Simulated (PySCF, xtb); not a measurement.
C3H9OSi, SMILES CCO[SiH]C (connectivity only; charge and spin as stated), charge +1, multiplicity 1. The values are those of a single conformer.

Harmonic wavenumbers (cm⁻¹) from GFN2-xTB (xtb) at its own minimum, in rising order: 25, 40, 101, 169, 206, 266, 441, 459, 630, 677, 798, 814, 820, 836, 1005, 1099, 1117, 1222, 1238, 1321, 1348, 1379, 1392, 1402, 1439, 1469, 1476, 2468, 2961, 2970, 2972, 2980, 3007, 3047, 3050, 3068.

Q: What does r2SCAN-D4/def2-SVP run with PySCF give at its own minimum? (Estimate from the structure and the level; the computed values follow.)

A: 57, 72, 112, 198, 237, 315, 439, 474, 633, 699, 754, 797, 807, 913, 979, 1109, 1153, 1185, 1255, 1299, 1376, 1385, 1387, 1404, 1459, 1468, 1479, 2342, 3022, 3040, 3091, 3111, 3137, 3150, 3164, 3185. Paired by order, the mean absolute difference is 43 cm⁻¹ and the zero-point energies are 71.1 and 72.5 kcal/mol.
